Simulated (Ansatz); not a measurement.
`[F][Zr]([F])([F])[Cl]` + H₂S → `[F][Zr]([F])([F])[SH]` + HCl at 700 K and 1 bar (ligand exchange at a Zr–Cl bond).

Computed with Ansatz on PBE0-D4/def2-TZVP structures; ΔE is electronic, products minus reactants. CCSD(T)/CBS is the MP2 limit (def2-TZVPP, def2-QZVPP) plus CCSD(T) − MP2 in def2-TZVPP, frozen cores. This one scheme is used for every species. def2 core potentials past Kr. For Zr outer-core shells are correlated without core-valence functions, which leaves a few kJ/mol of doubt a bond. One conformer a species, not always the lowest.

```
                species  CCSD(T)/CBS energy (Eh)  H − E (kJ/mol)  S (J/(mol·K))
`[F][Zr]([F])([F])[Cl]`               -806.47035            79.1          428.6
                    H₂S               -398.97279            64.8          236.9
`[F][Zr]([F])([F])[SH]`               -745.03533           107.3          475.9
                    HCl               -460.38127            38.4          211.8
```

H − E and S are ideal-gas, rigid-rotor, harmonic terms from PBE0-D4/def2-TZVP, for one conformer and one mirror image of each species. 1 Eh = 2625.50 kJ/mol, R = 8.31446 J/(mol·K).

By hand: ΔE, ΔH, ΔS and ΔG.

ΔE = (-745.03533) + (-460.38127) − (-806.47035) − (-398.97279) = 0.02654 Eh = 69.7 kJ/mol. Δ(H − E) = 107.3 + 38.4 − 79.1 − 64.8 = 1.8, so ΔH = 71.5 kJ/mol. ΔS = 475.9 + 211.8 − 428.6 − 236.9 = 22.2 J/(mol·K). ΔG = 71.5 − 700 × (22.2)/1000 = 56.0 kJ/mol.

By hand: the equilibrium constant, and the temperature at which ΔG would vanish if ΔH and ΔS stayed fixed.

log₁₀ K = −ΔG/(RT ln 10) = -4.2. ΔG = 0 at ΔH/ΔS = 3221 K, far beyond where these terms or the molecules hold.

ΔH outweighs TΔS. A doubt of 5 kJ/mol in ΔE shifts log₁₀ K by 0.4 here. Other conformers and mirror images would add mixing entropy, several J/(mol·K) or more a flexible species. Modes under 60 cm⁻¹, often nearly free rotors, make the harmonic entropy too high. These are equilibria of isolated gas molecules and say nothing of rates. Largest T1 diagnostic: 0.018 (customary marks: 0.02 for closed shells, 0.045 for open ones).
